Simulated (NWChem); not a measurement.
System: C3H3 cation

Input file for NWChem:

```
start job
memory heap 200 mb stack 900 mb global 1100 mb
charge 1
geometry units angstroms noautosym nocenter noautoz
  C      0.000000     0.000000    -1.338576
  C      0.000000     0.000000    -0.103296
  C      0.000000     0.000000     1.244720
  H      0.000000     0.000000    -2.425890
  H      0.000000     0.946812     1.807867
  H      0.000000    -0.946812     1.807867
end
basis spherical
  * library def2-svp
end
dft
  xc pbe0
  iterations 150
end
cosmo
  dielec 11.7
end
task dft energy
```

NWChem printed, in part:

```
             Northwest Computational Chemistry Package (NWChem) 7.3.0
             --------------------------------------------------------

                             Geometry "geometry" -> ""
                             -------------------------

 Output coordinates in angstroms (scale by  1.889725989 to convert to a.u.)

  No.       Tag          Charge          X              Y              Z
 ---- ---------------- ---------- -------------- -------------- --------------
    1 C                    6.0000     0.00000000     0.00000000    -1.33857600
    2 C                    6.0000     0.00000000     0.00000000    -0.10329600
    3 C                    6.0000     0.00000000     0.00000000     1.24472000
    4 H                    1.0000     0.00000000     0.00000000    -2.42589000
    5 H                    1.0000     0.00000000     0.94681200     1.80786700
    6 H                    1.0000     0.00000000    -0.94681200     1.80786700

 Effective nuclear repulsion energy (a.u.)      53.2782645817

                                 NWChem DFT Module
                                 -----------------

 Summary of "ao basis" -> "ao basis" (spherical)
 ------------------------------------------------------------------------------
       Tag                 Description            Shells   Functions and Types
 ---------------- ------------------------------  ------  ---------------------
 C                          def2-svp                 6       14   3s2p1d
 H                          def2-svp                 3        5   2s1p

 in cosmo_initialize ...

 solvent parameters
 solvname_short: unkn
 solvname_long:  unknown
 dielec:       11.7000

          ---------------
          -cosmo- solvent
          ---------------
 Cosmo: York-Karplus, doi: 10.1021/jp992097l
 dielectric constant -eps-     =  11.70
 screen = (eps-1)/(eps    )    =   0.91453
 surface charge correction     = lagrangian

   van der Waals surface
 --------------------------

 ---------- ATOMIC COORDINATES (A.U.) ------------ VDWR(ANG.) --
     1    0.00000000    0.00000000   -2.52954185     2.000
     2    0.00000000    0.00000000   -0.19520114     2.000
     3    0.00000000    0.00000000    2.35217973     2.000
     4    0.00000000    0.00000000   -4.58426738     1.300
     5    0.00000000    1.78921524    3.41637325     1.300
     6    0.00000000   -1.78921524    3.41637325     1.300
 number of segments per atom =         32
 number of   points per atom =         32
 atom (   nspa,  nppa )
 ----------------------
    1 (     20,     0 )       0
    2 (     16,     0 )       0
    3 (     20,     0 )       0
    4 (     16,     0 )       0
    5 (     16,     0 )       0
    6 (     16,     0 )       0
 number of -cosmo- surface points =      104
 molecular surface =     90.517 angstrom**2
 molecular volume  =     70.175 angstrom**3
 G(cav/disp)       =      1.313 kcal/mol
 -lineq- algorithm             =   0
 -bem- low  level              =   2
 -bem- from -octahedral-
 gaussian surface charge width =   4.50000
 degree of switching           =   1.00000
 switching function tolerance  =   0.00010
 atomic radii =
 --------------
    1  6.000  2.000
    2  6.000  2.000
    3  6.000  2.000
    4  1.000  1.300
    5  1.000  1.300
    6  1.000  1.300
 ...... end of -cosmo- initialization ......

            General Information
            -------------------
          SCF calculation type: DFT
          Wavefunction type:  closed shell.
          No. of atoms     :     6
          No. of electrons :    20
           Alpha electrons :    10
            Beta electrons :    10
          Charge           :     1
          Spin multiplicity:     1
          Use of symmetry is: off; symmetry adaption is: off
          Maximum number of iterations: 150
          AO basis - number of functions:    57
                     number of shells:    27
          Convergence on energy requested:  1.00D-06
          Convergence on density requested:  1.00D-05
          Convergence on gradient requested:  5.00D-04

              XC Information
              --------------
                         PBE0 Method XC Functional
                     Hartree-Fock (Exact) Exchange  0.250
          PerdewBurkeErnzerhof Exchange Functional  0.750
            Perdew 1991 LDA Correlation Functional  1.000 local
           PerdewBurkeErnz. Correlation Functional  1.000 non-local

             Grid Information
             ----------------
          Grid used for XC integration:  medium
          Radial quadrature: Mura-Knowles
          Angular quadrature: Lebedev.
          Tag              B.-S. Rad. Rad. Pts. Rad. Cut. Ang. Pts.
          ---              ---------- --------- --------- ---------
          C                   0.70       49          10.0       434
          H                   0.35       45          11.0       434
          Grid pruning is: on
          Number of quadrature shells:   282
          Spatial weights used:  Erf1

      Superposition of Atomic Density Guess
      -------------------------------------

 Sum of atomic energies:        -114.37226862

 Renormalizing density from      21.00 to     20

      Non-variational initial energy
      ------------------------------

[...]

                                   COSMO solvation results
                                   -----------------------

                 gas phase energy =      -115.447938363205
                 sol phase energy =      -115.542875785212
 (electrostatic) solvation energy =         0.094937422007 (   59.57 kcal/mol)

                       DFT Final Molecular Orbital Analysis
                       ------------------------------------

 Vector    8  Occ=2.000000D+00  E=-5.569767D-01
              MO Center= -1.6D-12,  6.9D-11,  1.2D+00, r^2= 1.4D+00
   Bfn.  Coefficient  Atom+Function         Bfn.  Coefficient  Atom+Function
  ----- ------------  ---------------      ----- ------------  ---------------
    33      0.469668  3 C  py                48      0.282221  5 H  s
    53     -0.282221  6 H  s                 19      0.190851  2 C  py
    36      0.165258  3 C  py                 5      0.086284  1 C  py
    22      0.086186  2 C  py                49      0.042146  5 H  s
    54     -0.042146  6 H  s

 Vector    9  Occ=2.000000D+00  E=-4.375705D-01
              MO Center= -8.6D-11, -8.1D-12, -9.7D-02, r^2= 1.6D+00
   Bfn.  Coefficient  Atom+Function         Bfn.  Coefficient  Atom+Function
  ----- ------------  ---------------      ----- ------------  ---------------
    18      0.442173  2 C  px                 4      0.318000  1 C  px
    32      0.301736  3 C  px                21      0.233852  2 C  px
    35      0.140902  3 C  px                 7      0.129035  1 C  px

 Vector   10  Occ=2.000000D+00  E=-3.865604D-01
              MO Center=  6.3D-12,  3.7D-10, -5.6D-01, r^2= 1.9D+00
   Bfn.  Coefficient  Atom+Function         Bfn.  Coefficient  Atom+Function
  ----- ------------  ---------------      ----- ------------  ---------------
     5      0.466876  1 C  py                19      0.388956  2 C  py
     8      0.242896  1 C  py                22      0.217130  2 C  py
    48     -0.142632  5 H  s                 53      0.142632  6 H  s
    33     -0.141808  3 C  py                36     -0.086805  3 C  py
    49     -0.048330  5 H  s                 54      0.048330  6 H  s

 Vector   11  Occ=0.000000D+00  E=-2.254257D-01
              MO Center= -4.9D-10,  8.6D-13,  1.4D-01, r^2= 2.7D+00
   Bfn.  Coefficient  Atom+Function         Bfn.  Coefficient  Atom+Function
  ----- ------------  ---------------      ----- ------------  ---------------
    32      0.489162  3 C  px                 4     -0.424971  1 C  px
    35      0.382113  3 C  px                 7     -0.313629  1 C  px
    27     -0.046819  2 C  d  1              18     -0.045103  2 C  px

 Vector   12  Occ=0.000000D+00  E=-4.947026D-02
              MO Center=  9.1D-12,  7.7D-11, -3.8D-01, r^2= 2.7D+00
   Bfn.  Coefficient  Atom+Function         Bfn.  Coefficient  Atom+Function
  ----- ------------  ---------------      ----- ------------  ---------------
     8      0.585273  1 C  py                22     -0.584952  2 C  py
    19     -0.465212  2 C  py                 5      0.435338  1 C  py
    49      0.310637  5 H  s                 54     -0.310637  6 H  s
    48      0.184956  5 H  s                 53     -0.184956  6 H  s
    36     -0.112310  3 C  py                39      0.052427  3 C  d -1

 Vector   13  Occ=0.000000D+00  E= 1.691734D-02
              MO Center=  1.1D-09,  1.2D-12, -2.5D-01, r^2= 2.6D+00
   Bfn.  Coefficient  Atom+Function         Bfn.  Coefficient  Atom+Function
  ----- ------------  ---------------      ----- ------------  ---------------
    21      0.802654  2 C  px                 7     -0.639338  1 C  px
    18      0.518170  2 C  px                35     -0.512450  3 C  px
     4     -0.368325  1 C  px                32     -0.301794  3 C  px
    13     -0.040686  1 C  d  1              41      0.038525  3 C  d  1
    45     -0.032074  4 H  px

     Multipole analysis of the density
     ---------------------------------

     L   x y z        total         alpha         beta         nuclear
     -   - - -        -----         -----         ----         -------
     0   0 0 0      1.000000    -10.000000    -10.000000     21.000000

     1   1 0 0      0.000000      0.000000      0.000000      0.000000
     1   0 1 0     -0.000000     -0.000000     -0.000000      0.000000
     1   0 0 1      0.298108      0.142504      0.142504      0.013100

     2   2 0 0    -11.886918     -5.943459     -5.943459      0.000000
     2   1 1 0      0.000000      0.000000      0.000000      0.000000
     2   1 0 1     -0.000000     -0.000000     -0.000000      0.000000
     2   0 2 0    -11.298836     -8.850709     -8.850709      6.402582
     2   0 1 1     -0.000000     -0.000000     -0.000000      0.000000
     2   0 0 2      0.788506    -57.693412    -57.693412    116.175330
```

Level: PBE0/def2-SVP, COSMO on the gas-phase geometry. Structure relaxed at the PBE0/def2-SVP level. COSMO prints the solvation energy as gas minus solution, so a positive value is a stabilisation.
